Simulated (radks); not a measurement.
Excited configurations of the technetium ion Tc3+: one electron is placed in a higher orbital outside [Kr] 4d3. The ground configuration is [Kr] 4d4. Method: scalar-relativistic Kohn-Sham, PBE, spin-unpolarised, spherical densities, point nucleus; computed with a radial shooting solver on a logarithmic mesh with Libxc functionals. Excitation = E - E(ground); binding = E(ion) - E, where the ion is the core of charge +4; n* = 4/sqrt(2 binding) in atomic units, and the quantum defect is n - n*.

outer orbital  excitation (eV)  binding (eV)  quantum defect  <r> (bohr)
5s                       8.283        33.752           2.460       2.551
5p                      14.993        27.042           2.163       2.932
5f                      31.795        10.239           0.389       6.465
6s                      24.789        17.246           2.447       4.870
6p                      27.274        14.761           2.160       5.470
6d                      30.993        11.042           1.560       6.884
7s                      31.431        10.604           2.469       7.875
7d                      34.598         7.437           1.590       10.54

The Delta-SCF ionisation energy is 42.035 eV (NIST Atomic Spectra Database: 41 eV, theoretical). Self-interaction in the functional shifts the binding energies and quantum defects, so they are the method's values and not measured ones. Spin polarisation and multiplet splitting are left out, so open shells lie too high by an amount that depends on their filling.

Beside tabulated values, note that spin-unpolarised runs miss the spin-polarisation part of the exchange energy of open shells.
